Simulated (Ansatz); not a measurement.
Geometry optimisation, RKS BLYP-D4/def2-SVP (Ansatz 0.2.0).

The input (input.yaml):

```yaml
crystal:
  periodic: [false, false, false]
  atoms:
    - { symbol: B, position_ang: [-0.446381, 0.453319, -0.945215] }
    - { symbol: H, position_ang: [0.722964, 0.523503, -0.815162] }
    - { symbol: O, position_ang: [-0.984428, -0.812397, -0.984641] }
    - { symbol: O, position_ang: [-1.252889, 1.534097, -1.177577] }
    - { symbol: H, position_ang: [0.302211, -0.254628, 1.806768] }
    - { symbol: O, position_ang: [-0.578672, 0.169219, 1.836253] }
    - { symbol: H, position_ang: [1.480026, -1.109147, -0.139936] }
    - { symbol: O, position_ang: [2.017017, -1.195249, 0.672009] }
    - { symbol: H, position_ang: [-1.947858, -0.784336, -1.159736] }
    - { symbol: H, position_ang: [-0.781933, 2.382382, -1.088707] }
    - { symbol: H, position_ang: [-1.121667, -0.505636, 1.380196] }
    - { symbol: H, position_ang: [2.591611, -0.401227, 0.615649] }
basis:
  gaussian: { orbitals: def2-SVP }
hamiltonian:
  xc: blyp
  dispersion: d4
relax:
  f_tol: 0.03
  max_steps: 50
```

Run as:

```bash
$ ansatz run input.yaml --threads 2 --pin off --max-ram 3072MiB --backend cpu --events-out ev --progress --plain --runs-dir out
```

Q: Where does it end, and by what steps?

A: It converged. After 13 steps the energy has fallen by 0.311 eV; H9 moved furthest, 0.94 Å.

| step | energy less start (eV) | largest force component (eV/Å) | accepted |
| --- | --- | --- | --- |
| 0 | 0.0000 | 0.837 | yes |
| 1 | -0.0447 | 1.294 | yes |
| 2 | -0.0858 | 0.835 | yes |
| 3 | -0.1415 | 0.254 | yes |
| 4 | -0.1761 | 0.595 | yes |
| 5 | -0.2114 | 0.765 | yes |
| 6 | -0.2559 | 0.349 | yes |
| 7 | -0.2929 | 0.357 | yes |
| 8 | -0.3016 | 0.223 | yes |
| 9 | -0.3070 | 0.191 | yes |
| 10 | -0.3088 | 0.108 | yes |
| 11 | -0.3101 | 0.094 | yes |
| 12 | -0.3106 | 0.046 | yes |
| 13 | -0.3109 | 0.020 | yes |

```xyz
12
Properties=species:S:1:pos:R:3
B -0.305 0.702 -0.880
H 0.713 1.359 -0.882
O -0.183 -0.656 -1.195
O -1.574 1.235 -0.952
H 0.474 -0.231 1.433
O -0.157 0.546 1.449
H 0.933 -1.473 -0.019
O 1.446 -1.574 0.825
H -1.066 -1.059 -1.322
H -1.579 2.187 -0.751
H -1.010 0.137 1.695
H 2.309 -1.173 0.599
```

Whether the end is a true minimum wasn't checked by a vibrational analysis.

Time of the run: 20 s on 2 threads of Arm Neoverse V2, on a shared host, peak memory 0.13 GiB.
